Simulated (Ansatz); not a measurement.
A run on ClHMoO2S, SMILES `[O]=[Mo]([OH])(=[S])[Cl]` with other settings.

```yaml
crystal:
  periodic: [false, false, false]
  atoms:
    - {symbol: O, position_ang: [-1.691827, -0.944648, 0.352012]}
    - {symbol: Mo, position_ang: [-0.398980, 0.015212, -0.064098]}
    - {symbol: O, position_ang: [1.089555, -0.530731, 0.898552]}
    - {symbol: S, position_ang: [-0.036399, -0.197745, -2.123354]}
    - {symbol: Cl, position_ang: [-0.895362, 2.164452, 0.366133]}
    - {symbol: H, position_ang: [1.975113, -0.570640, 0.524555]}
basis:
  gaussian: {orbitals: def2-mTZVP}
magnetization: {spin_polarized: true, initial_magnetization: 2}
hamiltonian: {xc: {name: r2SCAN50}, dispersion: d3bjatm}
```

```sh
$ ansatz run in.yaml --threads 4 --pin off --events-out ev --progress --plain --max-ram 10444MiB
```

Output, abridged:

```
Functional definition: r2SCAN50
1214 factors; integrals over basis functions are off by at most 1.1e-3 eV
mean field evaluation 1: about -29311.5332 eV, gradient 5.0e1 eV
mean field evaluation 2: about -29252.2781 eV, gradient 1.3e2 eV
mean field evaluation 4: about -29319.7928 eV, gradient 1.1e1 eV
mean field evaluation 8: about -29320.3109 eV, gradient 8.0e-1 eV
mean field evaluation 16: about -29320.3934 eV, gradient 2.0e-1 eV
mean field evaluation 32: about -29320.5692 eV, gradient 2.1e-2 eV
mean field -29320.56918352 eV, -1077.5110432986 hartree, gradient 4.1e-6 eV, S^2 2.030483; 6 other end points of the search recorded, 0 dependent functions left out
reference -29320.56919702 eV, -1077.5110437950 hartree; 33, 31 occupied and 95, 97 virtual orbitals, 1214 factors
Total energy: -29320.65224083 eV, -1077.5140955986 hartree
```

Hardware: 4 threads of an Arm Neoverse V1 on a shared host. Wall time 28 s, peak host memory 0.57 GiB.
